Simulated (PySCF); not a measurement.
A structure optimised at PBE-D3(BJ)/def2-SVP, used in a PySCF frequency run:

```xyz
10

C      2.4378    -0.2242    -1.7712
C      1.3512    -0.3126    -1.0358
C      0.2444    -0.3914    -0.3184
Cl     0.1836    -1.3982     1.1219
C     -1.0217     0.3382    -0.6451
Cl    -1.4246     1.6000     0.5898
H      2.6195    -0.9077    -2.6198
H      3.2125     0.5354    -1.5625
H     -1.8790    -0.3627    -0.6706
H     -0.9258     0.8448    -1.6232
```
Charge 0, spin multiplicity 1.

Q: Write its SMILES and formula.

A: C=C=C(Cl)CCl, C4H4Cl2

Q: What are its rotational constants (standard atomic weights)?

A: 2.8336, 1.5065, 1.0664 GHz
